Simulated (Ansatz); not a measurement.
Relaxation of AsH$_{3}$OTe (6 atoms, charge 0, multiplicity 1), to a largest force component of 0.015 eV/Å in at most 40 steps.

Theory: RKS r2SCAN/def2-SVPD (Ansatz 0.2.0).

```xyz
6
Properties=species:S:1:pos:R:3
As -0.116 0.191 -1.297
O -0.323 -0.095 0.472
Te 1.246 0.010 1.714
H 0.274 -1.243 -1.506
H 1.352 0.548 -1.227
H 1.243 -1.621 1.918
```

Q: Where does it end, and by what steps?

A: It converged. After 7 steps the energy has fallen by 0.169 eV; O2 moved furthest, 0.34 Å.

```json
{"step": "0", "energy less start (eV)": "0.0000", "largest force component (eV/Å)": "0.593", "accepted": "yes"}
{"step": "1", "energy less start (eV)": "-0.0841", "largest force component (eV/Å)": "0.425", "accepted": "yes"}
{"step": "2", "energy less start (eV)": "-0.1297", "largest force component (eV/Å)": "0.228", "accepted": "yes"}
{"step": "3", "energy less start (eV)": "-0.1599", "largest force component (eV/Å)": "0.127", "accepted": "yes"}
{"step": "4", "energy less start (eV)": "-0.1680", "largest force component (eV/Å)": "0.047", "accepted": "yes"}
{"step": "5", "energy less start (eV)": "-0.1686", "largest force component (eV/Å)": "0.038", "accepted": "yes"}
{"step": "6", "energy less start (eV)": "-0.1688", "largest force component (eV/Å)": "0.021", "accepted": "yes"}
{"step": "7", "energy less start (eV)": "-0.1688", "largest force component (eV/Å)": "0.003", "accepted": "yes"}
```

```xyz
6
Properties=species:S:1:pos:R:3
As -0.140 0.044 -1.264
O -0.298 0.237 0.534
Te 1.223 -0.079 1.825
H 0.503 -1.351 -1.285
H 1.240 0.689 -1.449
H 1.147 -1.749 1.712
```

The run took 37 s on 2 threads of Intel(R) Xeon(R) Platinum 8488C (Sapphire Rapids) (shared host), peak memory 0.22 GiB.
